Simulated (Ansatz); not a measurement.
The same path of C2H7FOSi2 (13 atoms, charge 0, multiplicity 1) was run twice with different band settings. Lost on the way: O1–H7, C2–Si5, C4–Si5. Made: O1–Si5, C4–H7.

Theory: Ansatz 0.2.0, RKS B3LYP/def2-SVP.

Relaxed end points:

```xyz
13
Properties=species:S:1:pos:R:3
O -1.364 -1.241 -0.112
C -0.332 -0.274 0.015
Si 1.194 -0.934 0.918
C -0.111 0.648 -1.264
Si -0.912 1.486 0.160
F -0.055 2.528 1.070
H -1.052 -1.929 -0.719
H 1.690 -2.140 0.180
H 0.846 -1.340 2.308
H 2.280 0.090 0.949
H -0.751 0.374 -2.113
H 0.926 0.843 -1.566
H -2.339 1.854 0.189
```

```xyz
13
Properties=species:S:1:pos:R:3
O -0.550 0.631 0.816
C 0.139 -0.152 0.109
Si 1.142 -1.510 1.020
C 0.186 0.008 -1.379
Si -1.325 2.318 0.700
F -1.698 2.301 -0.926
H 0.937 -0.647 -1.842
H 0.884 -2.814 0.345
H 0.731 -1.545 2.446
H 2.593 -1.185 0.890
H -0.803 -0.220 -1.812
H 0.386 1.063 -1.639
H -2.601 1.719 1.289
```

Common settings: movable images 7; climbing image yes; spring 5.0 eV/Å²; optimiser quadratic models (default); start path through a guess of the saddle point; iteration limit 60; end points relaxed.

| run | force threshold |
| --- | --- |
| 1 | 0.05 eV/Å |
| 2 | 0.5 eV/Å |

(1) What does each run give, and how far can it be trusted?

## Answers

(1) Run 1: converged after 52 iterations, highest image 1.633 eV above the first end. The profile has 2 maxima (images 1, 5) with wells between them (image 3): this band takes more than one step, which may be the mechanism or a detour left from its start path. Neighbouring images differ by up to 1.6 eV, so the band resolves the path poorly. A vibrational analysis at the climbing image gives one clearly imaginary mode, 105i cm⁻¹: a first-order saddle point.
Run 2: converged after 47 iterations, highest image 1.633 eV above the first end. The threshold of 0.5 eV/Å is loose, so the images may lie well off the minimum-energy path. Neighbouring images differ by up to 1.6 eV, so the band resolves the path poorly. Another band between the same ends (7 images) ends at a top of the same energy, where a vibrational analysis finds 1 clearly imaginary mode.
The orbitals stay closed-shell, which can raise the energy where a bond breaks towards radicals; this wasn't checked here.
